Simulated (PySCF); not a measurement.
PySCF input (M06-2X/6-31G* (5d)):

```python
from pyscf import gto, dft

mol = gto.M(
    atom='''
    C    -1.59705400   -0.96444600    0.27041500
    B    -0.32567700   -0.02642900    0.02668100
    S    -0.32686600    1.68616500   -0.25957100
    S     1.32942000   -0.95249700    0.06837700
    H    -1.65939200   -1.75763400   -0.48525700
    H    -2.52267800   -0.38657300    0.23707100
    H    -1.54122700   -1.46860900    1.24344000
    H     0.89313600   -2.20705000    0.30795200
    ''',
    basis='6-31g*',
    charge=-1,
    spin=0,
    verbose=4,
)

mf = dft.RKS(mol, xc='m062x')
mf.grids.level = 4
mf.conv_tol = 1e-9
mf.max_cycle = 100
mf.max_memory = 1500
mf.kernel()
if not mf.converged:
    mf = mf.newton()
    mf.kernel(mf.make_rdm1())
mf.dip_moment()
```

From the output:

```
[INPUT]  7 H     -1.541227000000  -1.468609000000   1.243440000000 AA   -2.912496925785  -2.775268794071   2.349761052329 Bohr   0.0
[INPUT]  8 H      0.893136000000  -2.207050000000   0.307952000000 AA    1.687782431990  -4.170720043221   0.581944939512 Bohr   0.0

nuclear repulsion = 173.28453169758
number of shells = 36
number of NR pGTOs = 172
number of NR cGTOs = 72
basis = 6-31g*
ecp = {}

******** <class 'pyscf.dft.rks.RKS'> ********
method = RKS
initial guess = minao
damping factor = 0
level_shift factor = 0
DIIS = <class 'pyscf.scf.diis.CDIIS'>
diis_start_cycle = 1
diis_space = 8
diis_damp = 0
SCF conv_tol = 1e-09
SCF conv_tol_grad = None
SCF max_cycles = 100
direct_scf = True
direct_scf_tol = 1e-13
XC library pyscf.dft.libxc version 7.1.2
    S. Lehtola, C. Steigemann, M. J. T. Oliveira, and M. A. L. Marques,  SoftwareX 7, 1–5 (2018)
XC functionals = m062x
    Y. Zhao and D. G. Truhlar,  Theor. Chem. Acc. 120, 215 (2008)
    Y. Zhao and D. G. Truhlar,  Theor. Chem. Acc. 120, 215 (2008)
radial grids:
    Treutler-Ahlrichs [JCP 102, 346 (1995); DOI:10.1063/1.469408] (M4) radial grids

becke partition: Becke, JCP 88, 2547 (1988); DOI:10.1063/1.454033
pruning grids: <function nwchem_prune>
grids dens level: 4
symmetrized grids: False
atomic radii adjust function: <function treutler_atomic_radii_adjust>
small_rho_cutoff = 0
Set gradient conv threshold to 3.16228e-05
Initial guess from minao.
tot grids = 176928
init E= -861.929658807729
  HOMO = -0.288938114973278  LUMO = -0.0403348479297425  gap/eV = 6.76484
cycle= 1 E= -861.662817490285  delta_E= 0.267  |g|= 0.448  |ddm|= 2.63
  HOMO = 0.0470440038309383  LUMO = 0.25342155735305  gap/eV = 5.61582
cycle= 2 E= -861.698434647717  delta_E= -0.0356  |g|= 0.366  |ddm|= 1.47
  HOMO = -0.0510749061523343  LUMO = 0.23196459421464  gap/eV = 7.70190
cycle= 3 E= -861.7429745657  delta_E= -0.0445  |g|= 0.0544  |ddm|= 0.725
  HOMO = -0.0522806276597882  LUMO = 0.222419181012424  gap/eV = 7.47496
cycle= 4 E= -861.743835986984  delta_E= -0.000861  |g|= 0.0257  |ddm|= 0.107
  HOMO = -0.0535060820726918  LUMO = 0.225624316060411  gap/eV = 7.59553
cycle= 5 E= -861.7440537307  delta_E= -0.000218  |g|= 0.00421  |ddm|= 0.0489
  HOMO = -0.0538540110132639  LUMO = 0.225400859759024  gap/eV = 7.59891
cycle= 6 E= -861.744060517612  delta_E= -6.79e-06  |g|= 0.00139  |ddm|= 0.00912
  HOMO = -0.0538259713582026  LUMO = 0.225498320433035  gap/eV = 7.60080
cycle= 7 E= -861.744061451758  delta_E= -9.34e-07  |g|= 0.000396  |ddm|= 0.00387
  HOMO = -0.0538697861188413  LUMO = 0.225481865808354  gap/eV = 7.60155
cycle= 8 E= -861.744061551486  delta_E= -9.97e-08  |g|= 0.000105  |ddm|= 0.00149
  HOMO = -0.0538882091336785  LUMO = 0.22548042234332  gap/eV = 7.60201
cycle= 9 E= -861.744061559655  delta_E= -8.17e-09  |g|= 3.67e-05  |ddm|= 0.000487
  HOMO = -0.053888426134451  LUMO = 0.225482576876512  gap/eV = 7.60207
cycle= 10 E= -861.744061560211  delta_E= -5.56e-10  |g|= 9.26e-06  |ddm|= 8.56e-05
  HOMO = -0.0538919113615153  LUMO = 0.225480774344784  gap/eV = 7.60212
Extra cycle  E= -861.744061560228  delta_E= -1.71e-11  |g|= 7.35e-06  |ddm|= 2.68e-05
converged SCF energy = -861.744061560228

WARN: System has nonzero charge -1; the dipole moment is origin-dependent.
Location of origin: [0. 0. 0.]

Dipole moment(X, Y, Z, Debye): -0.81634, -4.45421,  0.80053
```

The dipole moment of an ion depends on the origin.

The geometry given is a B3LYP-D3(BJ)/def2-TZVP minimum.
